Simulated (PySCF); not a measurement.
SbTe⁻: one state, many levels of theory

State: ³Σ⁻ (triplet), unpaired electrons π ↑↑. Set-up: PySCF, scalar-relativistic core potentials, basis sets Sb def2-TZVPPD with ECP28, Te def2-TZVPPD with ECP28. De refers to Sb + Te⁻ in their high-spin ground configurations, without counterpoise correction. The functionals are run spin-unrestricted. A positive dipole points towards Te; it is taken about the centre of mass and depends on that origin.

```csv
Level,Re (Å),ωe (cm⁻¹),De (eV),μ (D)
UHF,2.664,215,n/a,-2.02
UHF-MP2,2.615,232,2.52,n/a
UHF-SCS-MP2,2.631,226,2.38,n/a
PBE,2.673,211,2.95,-0.48
PBEsol,2.646,218,3.19,-0.39
revPBE,2.685,207,2.70,-0.58
TPSS,2.664,213,2.87,-0.54
r²SCAN,2.648,220,2.79,-0.62
r²SCANh,2.639,224,2.72,-0.71
PBE0,2.639,224,2.73,-0.74
MN15,2.641,221,2.56,-0.82
ωB97X-V,2.613,236,2.72,-0.95
```

Question: What does a quarter of exact exchange do here, going from PBE to PBE0?

Answer: PBE0 less PBE: -3.4 pm in Re, +6.2 % in ωe, -0.22 eV in De. Exact exchange removes part of the self-interaction that spreads semilocal densities, and in most molecules shortens and stiffens the bond and lowers De; so it does here.

Question: What does the step from GGA to meta-GGA do here, going from PBE to r²SCAN?

Answer: r²SCAN less PBE: -2.5 pm in Re, +4.3 % in ωe, -0.16 eV in De. 

Question: What does second-order correlation do here, going from UHF to UHF-MP2?

Answer: UHF-MP2 less UHF: -4.9 pm in Re, +7.9 % in ωe. Correlation nearly always deepens the well. The bond shortens, as in weak, metallic or heavy-atom bonds, where dispersion and the correlation of outer-core electrons pull the atoms together.

Correlated steps freeze 8 core orbitals. Spin–orbit coupling is left out, which matters for elements this heavy, above all for dissociation energies. For an ion De counts to the pair picked by the measured ionisation energies or electron affinities, which need not be the lowest pair at this level. The highest Kohn–Sham level is positive in this anion. Much of that is self-interaction error, but it also means that the finite basis helps to hold the extra electron. The state was picked by a PBE0 search and need not be the measured ground state.

The whole job (state search and all levels along the bond) took about 12 min on 2 threads of AMD EPYC 7R43 64-Core (shared host), peak memory 5.3 GiB.
